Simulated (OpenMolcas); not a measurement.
**Pd2+: ligand-field states by method**

Pd2+ with 6 ligands (chloride) in octahedral coordination (Oh) at 2.62 Å. A charge of +0.667 e stands 2.6 Å behind each ligand. Ligand basis ANO-RCC-VDZP.

```
Program             : OpenMolcas 26.06
Basis               : ANO-RCC-VDZP [6s5p3d1f]
Scalar Hamiltonian  : DKH2, point nucleus
Active space        : 8 electrons in 5 orbitals (4d)
State averaging     : 2S+1 = 3 even, 10 roots; 2S+1 = 1 even, 15 roots
Spin-orbit coupling : state interaction with AMFI integrals over the reference wave functions
```

I. CASSCF
II. SS-CASPT2, IPEA 0.25 Eh, imaginary shift 0.1 Eh (closed shells correlated: 4s 4p and the ligand valence shells)

Spin-free states (labels of O, the rotations of Oh) in cm-1, each column counted from its own energy of the first state listed:

| State | Degeneracy | I | II |
| --- | --- | --- | --- |
| 3A2 | 1 | 0 | 0 |
| 3T2 | 3 | 6545 | 8620 |
| 3T1 | 3 | 11101 | 13650 |
| 1E | 2 | 12297 | 7210 |
| 1T2 | 3 | 18812 | 16440 |
| 1A1 | 1 | 19783 | 14130 |
| 3T1 | 3 | 21461 | 21760 |
| 1T1 | 3 | 22966 | 20390 |
| 1E | 2 | 28677 | 30000 |
| 1T2 | 3 | 29072 | 30120 |
| 1A1 | 1 | 51359 | 45050 |

From I to II, I's first state of the same spin (3T2) moves from 6545 to 8620 cm-1, by about +2100 cm-1.

From I to II, I's first state of another spin (1E) moves from 12297 to 7210 cm-1, by about -5100 cm-1.

χT at 300 K: I 1.75, II 1.59 cm3 K/mol.

Roots that are degenerate in the reference are averaged as groups; the widest CASPT2 spread within a group is 1000 cm-1 (the 3-fold group of multiplicity 1 near 20400 cm-1 above the lowest state of its run, II). Shifts and gaps below about the spread of the groups concerned are not significant. Over all roots computed the reference weight is 0.65 to 0.66 in II; a low but even weight reflects the number of correlated electrons. Real 4d8 and 5d8 ions are as a rule square planar and diamagnetic. Ligand-to-metal charge-transfer states are missing. With no ligand orbital active B as a rule stays too high, so bands that hang on it stand too high and its fall with covalency is understated. Without dynamic correlation the repulsion within the d shell is too large (B by tens of per cent), so at a given field states of lower spin stand too high (holds for I). With metal d orbitals alone the field can be off either way by tens of per cent (holds for I). These CASPT2 states fit no ligand-field parameters well, so their order and spin gaps are uncertain (holds for II). With one d shell and no ligand orbital active, 10Dq can be off by a tenth or more (holds for II). No measured value stands beside these numbers; the geometry was imposed, not optimised, and the real ion may take another.
